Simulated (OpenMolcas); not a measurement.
**What dynamic correlation does to the levels of Te II**

```
Program             : OpenMolcas 26.06
Basis               : ANO-RCC-VQZP [8s7p5d3f2g]
Scalar Hamiltonian  : DKH2, point nucleus
Active space        : 5 electrons in 8 orbitals (5s 5p 6s 6p)
State averaging     : 2S+1 = 4 odd, 1 root; 2S+1 = 2 odd, 8 roots; 2S+1 = 4 even, 3 roots; 2S+1 = 2 even, 6 roots
Spin-orbit coupling : RASSI with atomic mean-field integrals over the reference wave functions, term energies averaged over their components
```

Methods on the same reference wave functions:
A. CASSCF
B. SS-CASPT2, IPEA 0.25 Eh, imaginary shift 0.1 Eh (closed shells correlated: 4d)

Energies in cm-1 above 5s2 5p3 4S* 3/2, the measured ground level; measured values from NIST Handbook of Basic Atomic Spectroscopic Data.

```
          Level      A      B  Measured
5s2 5p3 4S* 3/2    0.0    0.0       0.0
5s2 5p3 2D* 3/2  13685  11260     10222
5s2 5p3 2D* 5/2  16005  13070     12422
5s2 5p3 2P* 1/2  22075  22160     20547
5s2 5p3 2P* 3/2  25069  24650     24032
  5s 5p4 4P 5/2  74798  73970     71193
  5s 5p4 4P 3/2  78102  77420     74893
  5s 5p4 4P 1/2  79432  78670
```

Deviations, from unrounded energies. A percentage is the sum of absolute deviations over the sum of measured energies, with the sign that they share, or ± where signs differ.

```json
{"Against measurement": "mean absolute deviation (cm-1)", "Levels": "6", "A": "2700", "B": "1500"}
{"Against measurement": "other terms of the ground configuration (%)", "Levels": "4", "A": "+14.3", "B": "+5.8"}
{"Against measurement": "other configurations (%)", "Levels": "2", "A": "+4.7", "B": "+3.6"}
```

B lies closest to measurement on these levels. The largest miss of B in the table is 5s 5p4 4P 5/2, by +2800 cm-1. The ranking rests on the paired levels alone, and a cruder setting can come out closer through cancelling errors.

From A to B the spin-free energies of the other terms of 5s2 5p3 shown, above 4S*, scale by factors of 0.81 to 1.00.

The lowest spin-free term lies below A's lowest term by 0.546 hartree in B.

CASPT2 does not keep the components of a term degenerate, so their means are used; among the terms shown or strongly mixed into the levels shown the widest spread is 130 cm-1 (5s2 5p3 2D*, B). Over all roots computed the reference weight is 0.81 to 0.91 in B; the roots of lowest weight are the least certain, and an intruder state may touch them. Active for correlation alone: 6p 6s; no level in the range computed is led by a configuration that fills them, so any true level of that kind is missing. Terms of s pⁿ other than that of highest spin mix with s² pⁿ⁻² d, which this space lacks; all of them can be thousands of cm-1 off, and some have no real level of that name. Computed and measured levels are paired by configuration, term and J; levels that our copy of the source lacks, or whose pairing is in doubt (as where it misses far off the trend of its configuration), stay unpaired and out of the deviations. Only configurations of the active space appear. Levels that lie high or do not pair safely by name in every column are left out.

* marks odd parity.
